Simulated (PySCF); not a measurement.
C₆H₈F₂O.
Geometry (GFN2-xTB, Å), atoms numbered from 1 in this order:
```xyz
17
C6H8F2O angstrom
C     -2.2416    0.2408    0.8627
C     -1.1756    0.6923    0.2285
C     -0.3957   -0.1300   -0.7422
C      0.8848   -0.8481   -0.2336
C      1.3914   -0.4733    1.1533
F      0.6975   -1.1714    2.1066
O      1.6596   -0.2231   -1.2669
C      0.5955    0.5842   -1.6764
F      0.8173    1.8951   -1.3455
H     -2.7726    0.8477    1.5746
H     -2.6179   -0.7564    0.7051
H     -0.8089    1.6941    0.4021
H     -1.0454   -0.8163   -1.2860
H      0.8806   -1.9371   -0.3410
H      2.4471   -0.7476    1.2459
H      1.2579    0.5915    1.3610
H      0.4191    0.5696   -2.7581
```

NICS = −σ at a ghost point: NICS(0) at the centroid of the ring atoms, NICS(1) 1 Å to either side along the normal of their mean plane, zz for the tensor component along that normal. Level: GIAO PBE0/pcSseg-1 (PySCF, non-relativistic, gas phase) on the GFN2-xTB geometry, one conformer.

Ring bond lengths (Å), with Mayer bond orders in brackets: C3–C4 1.554 (0.96), C4–O7 1.435 (0.88), O7–C8 1.397 (1.01), C8–C3 1.538 (0.99).

Task: Give the NICS values of each ring in ppm.

Result: 
```csv
ring,type,NICS(0),"NICS(1), two faces","NICS(1)zz, two faces",rms pucker (Å),"centre to ring atoms, mean (Å)"
C3–C4–O7–C8,4-membered ring with O; formal bonds all single,-1.2,0.5 / -0.6,5.5 / 0.5,0.04,1.05
```

Task: What do they say, and how far can they be read as aromaticity?

Result: 
- C3–C4–O7–C8: mean NICS(1)zz 3.0 ppm, deshielded. C3, C4, C8 have four or more neighbours, so the value isn't read as a sign of a π ring current. The two faces differ by 5.0 ppm, so no symmetry operation interchanges them.

Task: What is the mean of the two in-plane components of NICS at the second NICS(1) probe listed for ring C3–C4–O7–C8, 1 Å off the ring?

Result: The isotropic value is a third of the trace: (3 × -0.6 − (0.5))/2 = -1.1 ppm.

Task: List the ring angles and the Hirshfeld charges of the ring atoms.

Result: 
- C3–C4–O7–C8: C3 83.2° (-0.043 e), C4 90.5° (+0.041 e), O7 92.9° (-0.158 e), C8 92.6° (+0.129 e); sum 359.2° against 360° for a flat convex ring.

Task: What are the shieldings of the ring atoms and their hydrogens in the same run (means over atoms taken as equivalent)?

Result: 
```
atoms                 environment  σ isotropic (ppm)  principal values of the symmetric part, first atom (ppm)
   C3              allylic carbon              138.2                                       118.8, 144.5, 151.3
   C4  sp3 carbon bound to oxygen              103.3                                         79.0, 87.8, 143.1
   O7         cyclic ether oxygen              228.1                                       151.9, 242.2, 290.2
   C8              sp3 C–F carbon               69.7                                          46.8, 73.4, 89.0
  H13            methine hydrogen              27.92                                          24.7, 28.2, 30.8
  H14            methine hydrogen              26.87                                          24.7, 26.5, 29.3
  H17            methine hydrogen              25.57                                          21.1, 26.1, 29.5
```
